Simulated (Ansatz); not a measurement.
Basis sets compared for GeH3(NHiPr) (C₃H₁₁GeN). The state is a singlet with charge 0. Geometry PBE-D4/def2-SVP. Ansatz on 4 threads of Arm Neoverse V2 on a shared host; times are rough, and most runs start from earlier orbitals.

Cartesian coordinates in Å:
```
C 0.508 0.650 -0.388
C 1.711 0.031 0.345
C -0.367 1.467 0.566
Ge -1.486 -1.493 -0.272
N -0.306 -0.330 -1.116
H -0.924 -2.227 0.990
H -2.760 -0.716 0.150
H -1.831 -2.543 -1.360
H 0.254 -0.826 -1.818
H 0.910 1.359 -1.152
H 1.373 -0.664 1.143
H 2.347 0.809 0.817
H 2.349 -0.546 -0.356
H -0.769 0.833 1.386
H 0.217 2.280 1.039
H -1.225 1.916 0.028
```

Another isomer (singlet) lies 1.26 eV lower at PBE0-D4/def2-TZVP; other spin states weren't run for this one.

Binding counts from free atoms (C triplet, Ge triplet, N quartet, H doublet) in the same basis, without a counterpoise term.

```tsv
level	functions	energy (Eh)	HOMO (eV)	LUMO (eV)	binding per atom (eV)	wall time
PBE-D4/def2-SVP	143	-2251.7467	-5.04	0.13	3.74	1.4 s
PBE0-D4/def2-SVP	143	-2251.8357	-6.44	0.99	3.70	1.9 s
```

Problem. Estimate the rows for PBE-D4/def2-TZVP (with forces), PBE0-D4/def2-TZVP.

Solution. 
```csv
level,functions,energy (Eh),HOMO (eV),LUMO (eV),binding per atom (eV),wall time
PBE-D4/def2-TZVP (with forces),238,-2252.2023,-5.22,-0.22,3.72,2.8 s
PBE0-D4/def2-TZVP,238,-2252.2854,-6.57,0.60,3.67,4.3 s
```
